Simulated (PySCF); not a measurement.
C2H5ClOSi, SMILES C=CO[SiH2]Cl. Atoms are numbered in the order given.

```xyz
10

C     -2.9285     0.7281     0.1402
C     -1.7016     0.2108     0.1977
O     -0.5995     0.8869    -0.2410
Si     0.8715     0.2731    -0.7152
Cl     1.5412    -1.0958     0.6956
H     -3.1049     1.7199    -0.2818
H     -3.7741     0.1583     0.5274
H     -1.5011    -0.7791     0.6264
H      0.7591    -0.4459    -2.0082
H      1.7957     1.4236    -0.7759
```

Geometry: B3LYP-D3(BJ)/def2-SVP. This is a generated structure with no PubChem entry under its InChIKey; it may be hypothetical. One conformer was computed; it need not be the lowest.

Level of theory: PBE0/pcSseg-1 (PySCF).

GIAO shieldings, no solvent; atoms listed in one row are averaged. δ = σ(ref) − σ: ¹³C against TMS (σ = 186.3 ppm); ¹⁷O against H2O (σ = 334.2 ppm); ²⁹Si against TMS (σ = 352.7 ppm); ³⁵Cl against HCl (σ = 945.9 ppm); ¹H against TMS (σ = 31.56 ppm), references at their B3LYP-D3(BJ)/def2-TZVP geometries, non-relativistic (without spin–orbit terms, shifts of atoms bonded to Cl or Br come out too high).

Estimate the chemical shifts. (Estimate from the structure and the level; the computed values follow.)


```
nucleus  atoms  count  δ (ppm)
-------  -----  -----  -------
¹³C         C2      1    153.7
¹³C         C1      1    105.4
¹⁷O         O3      1    138.1
²⁹Si       Si4      1    -10.4
³⁵Cl       Cl5      1     21.9
¹H          H8      1     6.97
¹H          H9      1     5.73
¹H         H10      1     5.57
¹H          H6      1     5.35
¹H          H7      1     4.97
```
